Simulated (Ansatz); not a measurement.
Molecule: CdI (charge 0, doublet). The spin state was set by rule; other spins were not relaxed. 
Geometry from a B3LYP-D3(BJ)/def2-TZVP (Ansatz, a program for electronic structure) optimisation:
```xyz
2

Cd     0.0000     0.0000    -1.4459
I      0.0000     0.0000     1.3095
```
Charge 0, spin multiplicity 2.

Parts of the frozen-core correlation energy in def2-SVP (Ansatz, hartree). Frozen orbitals: 13; correlated occupied orbitals by spin: 10 and 9; virtual: 34 and 35. Open shells are spin-unrestricted. Spin-orbit coupling is left out. Past Kr the def2 sets carry scalar-relativistic core potentials.

```
term                            value
-------------------------  ----------
reference (HF)             -463.53427
MP2 opposite-spin                   …
MP2 same-spin                -0.12756
CCSD correlation                    …
(T)                                 …
T1 diagnostic                   0.020
largest doubles amplitude       0.046
<S^2> of the reference          0.760
```

Question: Fill in the missing entries.

Answer: 
- MP2 opposite-spin, value: -0.22854
- CCSD correlation, value: -0.35799
- (T), value: -0.00690
